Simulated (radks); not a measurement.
Task: These are the eigenvalues of the occupied orbitals of an atom or ion with whole-number occupations (hartree). Calculated with a radial shooting solver on a logarithmic mesh with Libxc functionals: Dirac Kohn-Sham, PBE, spin-unpolarised, spherical densities, point nucleus.

1s1/2: -279.0998
2s1/2: -33.11859
2p1/2: -28.74426
2p3/2: -28.19924
3s1/2: -3.88043
3p1/2: -2.58072
3p3/2: -2.51379
3d3/2: -0.45380
3d5/2: -0.44731

Which element is it, and in what charge state? The configuration may be excited. Open shells, if any, are shared by 2j + 1.

Result: Z = 27, cobalt, charge +1: Co+ in [Ar] 3d8. The list shows which subshells hold electrons but not how many an open one holds; the 1s level, -279.1 hartree, gives Z - s = 23.6 by -(Z - s)^2/2, which with screening and relativity narrows Z to a few neighbours, and the depths of the outer levels then fix element, charge and occupations together.
